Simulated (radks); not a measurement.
Values are calculated unless marked as measured or tabulated.
Spherical jellium clusters: N electrons in a uniform positive sphere of charge N and radius rs N^(1/3), rs = 2.98 bohr. Level of theory: non-relativistic Kohn-Sham, PBE, spin-polarised, spherical densities (a radial shooting solver with Libxc functionals). Levels are named by radial order and angular momentum (1s, 1p, 1d, 2s, ...), and open shells are averaged over m.

N = 6, configuration 1s2 1p(up 3, down 1). This is the lowest configuration that the search found. Occupied and some empty levels:

level,occupation,eigenvalue (eV),<r> (bohr)
1s up,1,-6.2381,3.819
1s down,1,-5.7218,3.686
1p up,3,-3.8317,4.843
1p down,1,-3.1620,4.892
1d up,0,-1.2444,6.249
2s up,0,-1.0889,7.429
2s down,0,-0.83455,7.791
1d down,0,-0.67063,6.752

Energy (eV): total -8.44706, kinetic 16.945, external -205.72, Hartree 98.177, exchange-correlation -26.394, background 108.54.
